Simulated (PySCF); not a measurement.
CH3F2InS, SMILES C[S][In]([F])[F]. Geometry optimised at PBE-D3(BJ)/def2-SVP. The structure was generated by enumeration; whether it is a known compound was not checked. The def2 effective core potentials stand for the cores of In; spin–orbit coupling is left out. One conformer was computed; it need not be the lowest.

Question: Give the equilibrium geometry at PBE-D3(BJ)/def2-SVP (PySCF confirms it by a frequency run) as bond lengths and angles, and its point group. (The exact figures need the calculation; the answer reports its results.)

Answer: One answer among several that fit: point group Cs.
Atoms: In1 F2 F3 S4 C5 H6 H7 H8. Bonded distances (Å): In1–F2 1.965, In1–F3 1.986, In1–S4 2.386, S4–C5 1.853, C5–H6 1.106, C5–H7 1.106, C5–H8 1.106. Angles (°): F2–In1–F3 115.0, F2–In1–S4 133.2, F3–In1–S4 111.8, In1–S4–C5 97.3, S4–C5–H6 111.4, S4–C5–H7 108.3, S4–C5–H8 108.3, H6–C5–H7 109.5, H6–C5–H8 109.5, H7–C5–H8 109.9.
Charge 0, spin multiplicity 1.
